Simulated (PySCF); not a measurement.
[SnO2]-: fields on a plane

Method: PySCF, UB3LYP, basis Sn def2-SVPD with ECP28, O def2-SVPD (scalar-relativistic core potentials, no spin–orbit coupling, density fitting).

The doublet minimum has Sn–O 1.943 Å (×2); O–Sn–O 127.1°.

The plane holds Sn1 at (0.00, 0.00), O2 at (1.94, 0.00), O3 at (-1.17, 1.55) Å. Columns run from x = -3.15 to 4.35 Å, rows from y = 3.75 (top) to -1.95 Å, in steps of 0.3 Å. Other isomers or separated fragments may lie lower. Core electrons replaced by a potential are absent, the electrostatic potential uses the reduced nuclear charge, and values within about 0.7 Å of such atoms have no physical meaning.

Question: Give the electrostatic potential (V) (cut at 20 V). Lower edges of the bins (V): '0' -7.30, '1' -7.14, '2' -6.88, '3' -6.48, '4' -5.84, '5' -4.82, '6' -3.21, '7' -0.65, '8' 3.40, '9' 9.82; top 20.0.

Answer: 
```
55555544445555555555556666
55544444444455555555555566
55444333334445555555555556
54433222223444455555555555
44322333222344444555555555
44313577532344444444555555
43214899953444444444445555
43116999975555543333444555
43105999987766543222344455
43204799988887653322234455
44323578999998766664233455
44433568999999889996323445
54444578999999999998423445
55555578999999999998423445
55555678999999889996213445
55555567899998766652023445
55555566788887653210134455
55555556677776543212334455
65555555666665544333444555
66555555555555544444445555
```

Question: Give the highest occupied orbital (Å^-3/2) at -1.34 eV (cut at ±0.3; overall sign arbitrary). Every second row and column.

Answer: 
```
 0.01  0.01  0.02  0.02  0.02  0.02  0.01  0.01  0.01  0.00  0.00  0.00  0.00
 0.01  0.02  0.04  0.06  0.05  0.03  0.02  0.01  0.01  0.01  0.01  0.00  0.00
 0.01  0.03  0.09  0.17  0.14  0.06  0.02  0.01  0.01  0.01  0.01  0.01  0.01
 0.01  0.03  0.13  0.30  0.28  0.04  0.01  0.01  0.02  0.02  0.02  0.02  0.01
 0.01  0.00 -0.05 -0.30 -0.30 -0.05 -0.01  0.00  0.03  0.07  0.06  0.03  0.01
 0.00 -0.01 -0.07 -0.24 -0.14  0.00 -0.03 -0.04  0.04  0.23  0.13  0.05  0.02
 0.01  0.01  0.01  0.05  0.18  0.15  0.11 -0.13 -0.30  0.30  0.20  0.06  0.02
 0.01  0.03  0.07  0.16  0.25 -0.28  0.20 -0.08 -0.30  0.01  0.09  0.04  0.02
 0.02  0.03  0.08  0.16  0.27  0.28  0.20  0.02 -0.08 -0.03  0.02  0.02  0.01
 0.01  0.03  0.06  0.11  0.16  0.18  0.13  0.05  0.00  0.00  0.01  0.01  0.01
```

The lowest empty level of this anion is unbound, so it and the gap depend on the basis. No spin–orbit coupling is included, which matters more the heavier the element.
